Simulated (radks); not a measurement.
Problem. The thallium ion Tl2+, [Xe] 4f14 5d10 6s1. All-electron calculation, non-relativistic Kohn-Sham, r2SCAN, spin-polarised, spherical densities, point nucleus; meta-GGA in the generalised Kohn-Sham scheme. Program: a radial shooting solver on a logarithmic mesh with Libxc functionals. Every spin shell is full or empty, so the densities are truly spherical. Functionals are evaluated on that one density, not self-consistently. Rank these orbital-free kinetic functionals by their error against the exact value of the orbitals, and give that value: Thomas-Fermi, von Weizsacker, TF + vW, TF + vW/9, TF + vW/5, LC94, APBEK, revAPBEK, Perdew 92, Thakkar, LKT, PG1, DePristo-Kress, Ernzerhof.

Solution. Exact: 18960.9 hartree. From best to worst, with 100 (|E| - |E exact|)/|E exact| (equal figures are ties): LC94 +0.03, APBEK +0.05, DePristo-Kress -0.19, revAPBEK +0.19, Ernzerhof -0.46, Perdew 92 -0.66, TF + vW/9 -0.67, Thakkar -0.77, TF + vW/5 +2.46, Thomas-Fermi -4.59, PG1 +12.36, LKT +15.86, TF + vW +30.68, von Weizsacker -64.73.
